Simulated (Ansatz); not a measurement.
`[F][GeH2][GeH3]` + `[SiH3][GeH2][GeH2][GeH3]` → `[GeH3][GeH2][GeH2][GeH2][GeH3]` + `F[SiH3]`  (redistribution)

Calculated with Ansatz (gas phase, PBE0-D4/def2-TZVP geometries, no zero-point term in ΔE). CBS: MP2 limit from def2 TZ/QZ plus the TZ coupled-cluster correction, frozen cores. This one scheme is used for every species. DFT in def2-TZVPP. HSE06 is defined as in plane-wave codes. For Ge outer-core shells are correlated without core-valence functions, which leaves a few kJ/mol of doubt a bond. Scalar relativity is left out up to krypton. One conformer a species, not always the lowest.

**Question.** Is it downhill or uphill in electronic energy at CCSD(T)/CBS, and by how much? (Best estimate.)

**Answer.** Ansatz gave: Downhill: ΔE = -25.4 kcal/mol.

**Question.** What do these levels give: revPBE-D4, r2SCAN-D4, HSE06-D4, BHLYP-D4, PBE0, r2SCANh, CAM-B3LYP, RPA@PBE/def2-TZVPP, HF/def2-SVP, MP2/def2-SVP, CCSD(T)/def2-SVP, HF/CBS(def2)? (An estimate is asked.)

**Answer.** Computed: revPBE-D4 -20.3, r2SCAN-D4 -22.5, HSE06-D4 -22.4, BHLYP-D4 -25.1, PBE0 -21.1, r2SCANh -22.5, CAM-B3LYP -21.7, RPA@PBE/def2-TZVPP -24.6, HF/def2-SVP -18.9, MP2/def2-SVP -22.3, CCSD(T)/def2-SVP -20.5, HF/CBS(def2) -22.2 kcal/mol.

Largest T1 diagnostic among the species: 0.012.

Leaving LDA and LC-ωPBE aside and taking each functional with its dispersion term where it has one, the values spread over 4.8 kcal/mol, from BHLYP-D4 to revPBE-D4. LDA lies −2.4 kcal/mol from PBE without D4. In def2-TZVPP, CCSD(T) changes the Hartree–Fock value by −2.3 kcal/mol (the triples alone add −0.1 kcal/mol) and MP2 by −4.5 kcal/mol. From BLYP to BHLYP (50 % exact exchange), in def2-TZVPP and without D4, ΔE moves by −3.2 kcal/mol.
